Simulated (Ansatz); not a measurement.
Computed with Ansatz.

A structure relaxed at PBE0-D4/def2-TZVP, charge 0, multiplicity 1:

```xyz
10

C     1.663   -0.445   -0.247
Sn   -0.345   -0.190    0.335
N    -1.534    1.135   -0.580
F    -1.252   -1.871    0.162
F    -0.366    0.223    2.210
H     2.194    0.498   -0.131
H     1.697   -0.764   -1.288
H     2.112   -1.205    0.391
H    -2.402    0.703   -0.874
H    -1.768    1.916    0.022
```

Q: Give its formula and SMILES.

A: CH5F2NSn, `[CH3][Sn]([NH2])([F])[F]`.

Q: Summarise the bond lengths by kind.

A: 1 × C–Sn 2.106 Å; 3 × C–H 1.089 Å; 1 × N–Sn 2.001 Å; 2 × F–Sn 1.918 to 1.921 Å; 2 × H–N 1.013 to 1.014 Å.
